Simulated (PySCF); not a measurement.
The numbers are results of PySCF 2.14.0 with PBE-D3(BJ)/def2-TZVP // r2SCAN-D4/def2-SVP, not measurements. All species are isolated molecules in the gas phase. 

Reference species: [Zr(Cl)3(F)] (neutral, multiplicity 1).

The coordination number comes out as 4 and the LUMO is -3.32 eV. The mean distance from the central atom to its bonded neighbours comes out as 2.223 Å. The HOMO is -8.32 eV.

Changed species: [Zr(Cl)4] (0 of 4 Cl replaced by F; the reference has 1 of 4 Cl replaced by F).

Give the shifts of the coordination number, LUMO, mean distance from the central atom to its bonded neighbours and HOMO.

the coordination number is nearly the same; the LUMO falls by 0.20 eV, to -3.52 eV; the mean distance from the central atom to its bonded neighbours goes up by 0.107 Å, to 2.330 Å; the HOMO stays essentially unchanged.
